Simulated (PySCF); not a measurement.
ZnF, SMILES [Zn+][F], charge +1. Geometry optimised at PBE-D3(BJ)/def2-TZVPD. The spin state was assumed, not searched.

All values below come from PBE-D3(BJ)/def2-TZVPD run with PySCF 2.14.0.

Harmonic wavenumbers (cm⁻¹): 675. Rotational constants (GHz): 11.46 (linear); symmetry number 1.

### Question
Work out the zero-point energy and the ideal-gas rigid-rotor harmonic-oscillator thermochemistry at 298.15 K and 1 atm.

### Answer
ZPE = ½ Σ hcν = ½ × 675 cm⁻¹ = 0.96 kcal/mol. H − E(el) = 3.12 kcal/mol. Entropy in cal/(mol K): translation 39.21, rotation 14.50, vibration 0.34, total 54.05. G − E(el) = -13.00 kcal/mol. Cp = 7.83 cal/(mol K).
